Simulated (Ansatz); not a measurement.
Reaction (redistribution): `[BH2][AlH][BH]O` + `NC(F)([SiH3])[SiH3]` → `[BH2][AlH][SiH3]` + `NC(F)([SiH3])BO`

Gas-phase electronic energies from Ansatz, PBE0-D4/def2-TZVP geometries. CCSD(T)/CBS is the MP2 limit (def2-TZVPP, def2-QZVPP) plus CCSD(T) − MP2 in def2-TZVPP, frozen cores. DFT in def2-TZVPP. B3LYP here is the variant with VWN-RPA as its local correlation; programs differ in this. Each species was taken in one conformer, which may not be the lowest.

`[BH2][AlH][BH]O`:

Cartesian coordinates in Å:
```
B 0.876 -1.936 -0.722
Al -0.657 -0.674 -0.001
B -0.291 1.332 0.690
O -0.300 2.354 -0.204
H 1.178 -1.998 -1.883
H 1.540 -2.634 -0.004
H -2.144 -1.265 0.084
H -0.070 1.606 1.850
H -0.132 3.216 0.190
```

`NC(F)([SiH3])[SiH3]`:

Cartesian coordinates in Å:
```
N 1.575 -0.216 0.051
C 0.285 0.284 -0.190
F 0.311 1.516 -0.949
Si -0.563 0.727 1.457
Si -0.705 -0.944 -1.257
H 2.154 0.376 0.633
H 2.080 -0.494 -0.781
H -1.810 1.485 1.192
H 0.387 1.559 2.244
H -0.879 -0.514 2.208
H 0.144 -1.314 -2.423
H -1.962 -0.307 -1.721
H -1.019 -2.158 -0.463
```

`[BH2][AlH][SiH3]`:

Cartesian coordinates in Å:
```
B 0.847 1.798 1.003
Al -0.484 0.778 -0.276
Si -0.324 -1.665 -0.570
H 0.636 1.940 2.176
H 1.894 2.248 0.626
H -1.641 1.541 -1.065
H -1.466 -2.335 0.121
H 0.928 -2.247 -0.007
H -0.391 -2.057 -2.008
```

`NC(F)([SiH3])BO`:

Z-matrix (Å, degrees):
```
C
F 1 1.430
Si 1 1.922 2 104.6
N 1 1.412 2 112.3 3 116.4
B 1 1.574 2 110.6 3 -116.0
H 3 1.488 1 106.3 2 71.8
H 3 1.483 1 110.3 2 -47.8
H 3 1.485 1 110.7 2 -169.3
H 4 1.011 1 113.6 2 -58.2
H 4 1.011 1 114.1 2 68.7
O 5 1.347 1 118.9 2 12.2
H 5 1.201 1 119.7 2 -171.1
H 11 0.960 5 113.2 1 176.8
```

```json
{"level": "PBE0-D4", "ΔE (kcal/mol)": "-16.2", "difference from CCSD(T)/CBS": "-1.7"}
{"level": "B3LYP-D4", "ΔE (kcal/mol)": "-14.4", "difference from CCSD(T)/CBS": "0.1"}
{"level": "ωB97X-V", "ΔE (kcal/mol)": "-14.8", "difference from CCSD(T)/CBS": "-0.3"}
{"level": "ωB97M-V", "ΔE (kcal/mol)": "-14.3", "difference from CCSD(T)/CBS": "0.2"}
{"level": "B2PLYP", "ΔE (kcal/mol)": "-14.8", "difference from CCSD(T)/CBS": "-0.3"}
{"level": "PBE", "ΔE (kcal/mol)": "-15.7", "difference from CCSD(T)/CBS": "-1.2"}
{"level": "r2SCAN", "ΔE (kcal/mol)": "-16.0", "difference from CCSD(T)/CBS": "-1.5"}
{"level": "PBE0", "ΔE (kcal/mol)": "-16.4", "difference from CCSD(T)/CBS": "-1.9"}
{"level": "B3LYP", "ΔE (kcal/mol)": "-14.9", "difference from CCSD(T)/CBS": "-0.4"}
{"level": "MP2/def2-TZVPP", "ΔE (kcal/mol)": "-14.8", "difference from CCSD(T)/CBS": "-0.3"}
{"level": "CCSD/def2-TZVPP", "ΔE (kcal/mol)": "-15.4", "difference from CCSD(T)/CBS": "-0.9"}
{"level": "CCSD(T)/def2-TZVPP", "ΔE (kcal/mol)": "-15.2", "difference from CCSD(T)/CBS": "-0.7"}
{"level": "HF/def2-QZVPP", "ΔE (kcal/mol)": "-15.3", "difference from CCSD(T)/CBS": "-0.8"}
{"level": "MP2/def2-QZVPP", "ΔE (kcal/mol)": "-14.3", "difference from CCSD(T)/CBS": "0.2"}
{"level": "HF/CBS(def2)", "ΔE (kcal/mol)": "-15.2", "difference from CCSD(T)/CBS": "-0.7"}
{"level": "CCSD/CBS(def2)", "ΔE (kcal/mol)": "-14.7", "difference from CCSD(T)/CBS": "-0.2"}
{"level": "CCSD(T)/CBS", "ΔE (kcal/mol)": "-14.5", "difference from CCSD(T)/CBS": "0"}
```

Largest T1 diagnostic among the species: 0.014.

From PBE to PBE0 (25 % exact exchange), in def2-TZVPP and without D4, ΔE moves by −0.8 kcal/mol.
